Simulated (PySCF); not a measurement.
PySCF input (TPSSh/def2-TZVPD):

```python
from pyscf import gto, scf, dft

mol = gto.M(
    atom='''
    Bi    0.00166892    0.00094253    0.19241609
    F    -1.45671306   -1.09899799   -0.57354187
    F    -0.22861908    1.80233288   -0.59840566
    F     1.66994099   -0.71202713   -0.60255645
    ''',
    basis='def2-tzvpd',
    ecp='def2-tzvp',
    charge=1,
    spin=1,
    verbose=4,
)

mf = dft.UKS(mol, xc='tpssh').density_fit(auxbasis='def2-universal-jkfit')
mf.grids.level = 3
mf.conv_tol = 1e-9
mf.max_cycle = 100
mf.max_memory = 1500
mf.kernel()
if not mf.converged:
    mf = mf.newton()
    mf.kernel(mf.make_rdm1())
for _ in range(2):
    mo, _, stable, _ = mf.stability(return_status=True)
    if stable:
        break
    mf.kernel(mf.make_rdm1(mo, mf.mo_occ))
mf.analyze()
```

End of the output:

```
Extra cycle  E= -513.882055208664  delta_E= 1.71e-12  |g|= 3.84e-06  |ddm|= 5.27e-06
converged SCF energy = -513.882055208664  <S^2> = 0.75852758  2S+1 = 2.0085095
uhf_internal: lowest eigs of H = [0.11476302 0.11901979 0.12378878]
<class 'pyscf.df.df_jk.DFUKS'> wavefunction is stable in the internal stability analysis
**** SCF Summaries ****
Total Energy =                        -513.882055208664042
Nuclear Repulsion Energy =             206.718836250695148
One-electron Energy =                -1190.463920232416513
Two-electron Energy =                  469.863028773057295
Two-electron Coulomb Energy =          518.061529809048238
DFT Exchange-Correlation Energy =      -48.198501035990937
HOMO-LUMO gap [eV] =                     1.985316303407990
**** MO energy ****
                             alpha | beta                alpha | beta
MO #1   energy= -24.8694565303854  | -24.8604051051509  occ= 1 | 1
MO #2   energy= -24.8694531464062  | -24.8604014551283  occ= 1 | 1
MO #3   energy= -24.8694496092117  | -24.8603971587047  occ= 1 | 1
MO #4   energy= -6.26587585472888  | -6.26443216350672  occ= 1 | 1
MO #5   energy= -4.01603116117235  | -4.01343692986128  occ= 1 | 1
MO #6   energy= -4.01068914485585  | -4.01008338333135  occ= 1 | 1
MO #7   energy= -4.01068903132068  | -4.01008325720305  occ= 1 | 1
MO #8   energy= -1.45161468305329  | -1.43944189484355  occ= 1 | 1
MO #9   energy= -1.4516133895807   | -1.43944092641599  occ= 1 | 1
MO #10  energy= -1.42833193224811  | -1.41344954827015  occ= 1 | 1
MO #11  energy= -1.3891646594944   | -1.38673888267405  occ= 1 | 1
MO #12  energy= -1.38916446724585  | -1.38673868908976  occ= 1 | 1
MO #13  energy= -1.37988950082942  | -1.37029102778577  occ= 1 | 1
MO #14  energy= -1.33852830470278  | -1.32593346921097  occ= 1 | 1
MO #15  energy= -1.33852706634226  | -1.32593205057976  occ= 1 | 1
MO #16  energy= -0.89633624299185  | -0.877668738590632 occ= 1 | 1
MO #17  energy= -0.717824924266574 | -0.680396186776843 occ= 1 | 1
MO #18  energy= -0.717824339816268 | -0.680393131916511 occ= 1 | 1
MO #19  energy= -0.671551145719712 | -0.661673650762708 occ= 1 | 1
MO #20  energy= -0.652415058875943 | -0.639434697080943 occ= 1 | 1
MO #21  energy= -0.652414886301248 | -0.639432910110553 occ= 1 | 1
MO #22  energy= -0.645552534968135 | -0.636933009063449 occ= 1 | 1
MO #23  energy= -0.645552069751512 | -0.634603240739882 occ= 1 | 1
MO #24  energy= -0.643274349438142 | -0.634600061926831 occ= 1 | 1
MO #25  energy= -0.614171527308098 | -0.54121249824766  occ= 1 | 0
MO #26  energy= -0.338877252630834 | -0.325856321099078 occ= 0 | 0
MO #27  energy= -0.302255668320439 | -0.285678653474496 occ= 0 | 0
MO #28  energy= -0.302254357006041 | -0.285677562987919 occ= 0 | 0
MO #29  energy= -0.15753262692607  | -0.153626096817177 occ= 0 | 0
MO #30  energy= -0.0916163967170269 | -0.087050133952526 occ= 0 | 0
MO #31  energy= -0.0774126520325706 | -0.0750742684699015 occ= 0 | 0
MO #32  energy= -0.0774122411444364 | -0.0750736174743847 occ= 0 | 0
MO #33  energy= -0.0732186667511265 | -0.0699046440318768 occ= 0 | 0
MO #34  energy= -0.0731198956923469 | -0.0699027681411517 occ= 0 | 0
MO #35  energy= -0.0731180253735627 | -0.0687072104953445 occ= 0 | 0
MO #36  energy= -0.0646632314266624 | -0.0618961521256179 occ= 0 | 0
MO #37  energy= -0.0646627950480943 | -0.0618957440010018 occ= 0 | 0
MO #38  energy= -0.00894483126785899 | -0.00779968889234978 occ= 0 | 0
MO #39  energy= 0.00343511164649045 | 0.00553358220273714 occ= 0 | 0
MO #40  energy= 0.00343778685805879 | 0.00553615243160209 occ= 0 | 0
MO #41  energy= 0.0200122106093819 | 0.0228453059198827 occ= 0 | 0
MO #42  energy= 0.0200126915457923 | 0.0228457174004524 occ= 0 | 0
MO #43  energy= 0.0250813650272413 | 0.0255739989795956 occ= 0 | 0
MO #44  energy= 0.0537586060431074 | 0.0562302624723117 occ= 0 | 0
MO #45  energy= 0.0851927382392212 | 0.0876454335690605 occ= 0 | 0
MO #46  energy= 0.0851934939173265 | 0.0876459581168476 occ= 0 | 0
MO #47  energy= 0.0958657784242413 | 0.0990796633270831 occ= 0 | 0
MO #48  energy= 0.123587777900494  | 0.130378010065824  occ= 0 | 0
MO #49  energy= 0.13314283468909   | 0.135448622908294  occ= 0 | 0
MO #50  energy= 0.133145790547452  | 0.135451009963815  occ= 0 | 0
MO #51  energy= 0.154770574325475  | 0.1580347013189    occ= 0 | 0
MO #52  energy= 0.154771840858468  | 0.158035713755244  occ= 0 | 0
MO #53  energy= 0.198102442414658  | 0.201880907986402  occ= 0 | 0
MO #54  energy= 0.199879133040973  | 0.203814048582132  occ= 0 | 0
MO #55  energy= 0.199880215885264  | 0.203814953660263  occ= 0 | 0
MO #56  energy= 0.252202002805359  | 0.254824101789958  occ= 0 | 0
MO #57  energy= 0.257430547584918  | 0.258389939371738  occ= 0 | 0
MO #58  energy= 0.258017323394558  | 0.2650855996705    occ= 0 | 0
MO #59  energy= 0.258018566063292  | 0.265087078703948  occ= 0 | 0
MO #60  energy= 0.342104898234789  | 0.343207366255405  occ= 0 | 0
MO #61  energy= 0.342105712092633  | 0.3432081154085    occ= 0 | 0
MO #62  energy= 0.414410397214957  | 0.417990969745846  occ= 0 | 0
MO #63  energy= 0.414416059749029  | 0.417996151646715  occ= 0 | 0
MO #64  energy= 0.441430415213901  | 0.444132304913811  occ= 0 | 0
MO #65  energy= 0.441431337917241  | 0.445837513735125  occ= 0 | 0
MO #66  energy= 0.443280524924833  | 0.4458388926658    occ= 0 | 0
MO #67  energy= 0.444833506657046  | 0.447918635894167  occ= 0 | 0
MO #68  energy= 0.462792451275879  | 0.464827853616822  occ= 0 | 0
MO #69  energy= 0.462794602213032  | 0.464829450282201  occ= 0 | 0
MO #70  energy= 0.476858518229518  | 0.48169512683273   occ= 0 | 0
MO #71  energy= 0.476859159602247  | 0.481695692235069  occ= 0 | 0
MO #72  energy= 0.479441541171924  | 0.487348204549319  occ= 0 | 0
MO #73  energy= 0.498162677992456  | 0.50477833498307   occ= 0 | 0
MO #74  energy= 0.498163801435885  | 0.504778983572321  occ= 0 | 0
MO #75  energy= 0.506800215374739  | 0.509023388181438  occ= 0 | 0
MO #76  energy= 0.509047831573787  | 0.514344840637656  occ= 0 | 0
MO #77  energy= 0.549905002609023  | 0.558486117857321  occ= 0 | 0
MO #78  energy= 0.703049901823963  | 0.708263478556553  occ= 0 | 0
MO #79  energy= 0.741402809359004  | 0.746227874410514  occ= 0 | 0
MO #80  energy= 0.741408545944201  | 0.746233308930755  occ= 0 | 0
MO #81  energy= 0.753534643045661  | 0.758330256255276  occ= 0 | 0
MO #82  energy= 0.753537492370101  | 0.758333339371687  occ= 0 | 0
MO #83  energy= 0.758863943588873  | 0.761261594203795  occ= 0 | 0
MO #84  energy= 0.816650959595558  | 0.820185115619363  occ= 0 | 0
MO #85  energy= 0.824906893011779  | 0.829778786638558  occ= 0 | 0
MO #86  energy= 0.824909730463031  | 0.829781222540281  occ= 0 | 0
MO #87  energy= 0.86181513576549   | 0.869293603241992  occ= 0 | 0
MO #88  energy= 0.917581392982239  | 0.927132391653538  occ= 0 | 0
MO #89  energy= 0.917582516803873  | 0.927133530921614  occ= 0 | 0
MO #90  energy= 0.922821319438826  | 0.92965686370366   occ= 0 | 0
MO #91  energy= 0.945062028392256  | 0.948637403732607  occ= 0 | 0
MO #92  energy= 0.945064694059023  | 0.948639500120933  occ= 0 | 0
MO #93  energy= 0.991256893323744  | 0.995441013600241  occ= 0 | 0
MO #94  energy= 0.991264542902767  | 0.995447539345177  occ= 0 | 0
MO #95  energy= 1.12449013266254   | 1.12973109772842   occ= 0 | 0
MO #96  energy= 1.26995390176102   | 1.27521897709421   occ= 0 | 0
MO #97  energy= 1.26995556190723   | 1.27522117618027   occ= 0 | 0
MO #98  energy= 1.80220777228926   | 1.80591739857735   occ= 0 | 0
MO #99  energy= 1.83449296784841   | 1.84136928910527   occ= 0 | 0
MO #100 energy= 1.84557492724987   | 1.85204217557532   occ= 0 | 0
MO #101 energy= 1.84557815957152   | 1.85204626987421   occ= 0 | 0
MO #102 energy= 1.90260420606352   | 1.90751083142534   occ= 0 | 0
MO #103 energy= 1.9026068336413    | 1.90751318001969   occ= 0 | 0
MO #104 energy= 1.93493277751567   | 1.94691576469467   occ= 0 | 0
[...]
```
